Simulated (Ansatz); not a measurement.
`C[SiH](O)O[SiH2]O` + `N[SiH](O)F` → `C[Si@H](O)N[Si@@H](O)F` + `O[SiH2]O`  (ligand exchange at the Si–O bond)

Program: Ansatz. Geometries: PBE0-D4/def2-TZVP. ΔE: electronic, gas phase. CCSD(T)/CBS is the MP2 limit (def2-TZVPP, def2-QZVPP) plus CCSD(T) − MP2 in def2-TZVPP, frozen cores. This one scheme is used for every species. Functionals use def2-TZVPP. B3LYP here is the variant with VWN-RPA as its local correlation; programs differ in this. Each species was taken in one conformer, which may not be the lowest.

Question: Is it downhill or uphill in electronic energy at CCSD(T)/CBS, and by how much? (Estimate.)

Answer: Computed: Uphill: ΔE = +51.9 kJ/mol.

Question: What do these levels give: PBE0-D4, B3LYP-D4, ωB97X-V, B2PLYP, PBE, r2SCAN, MP2/def2-TZVPP, SCS-MP2/def2-TZVPP, CCSD/def2-TZVPP, SCS-MP2/def2-QZVPP, HF/CBS(def2), MP2/CBS(def2)? (Estimate.)

Answer: The calculation gave: PBE0-D4 48.6, B3LYP-D4 53.6, ωB97X-V 51.8, B2PLYP 54.4, PBE 47.2, r2SCAN 52.9, MP2/def2-TZVPP 50.3, SCS-MP2/def2-TZVPP 52.9, CCSD/def2-TZVPP 53.2, SCS-MP2/def2-QZVPP 53.6, HF/CBS(def2) 65.3, MP2/CBS(def2) 50.9 kJ/mol.

Largest T1 diagnostic among the species: 0.011.

In def2-TZVPP, CCSD(T) changes the Hartree–Fock value by −12.8 kJ/mol (the triples alone add −1.9 kJ/mol) and MP2 by −13.7 kJ/mol.
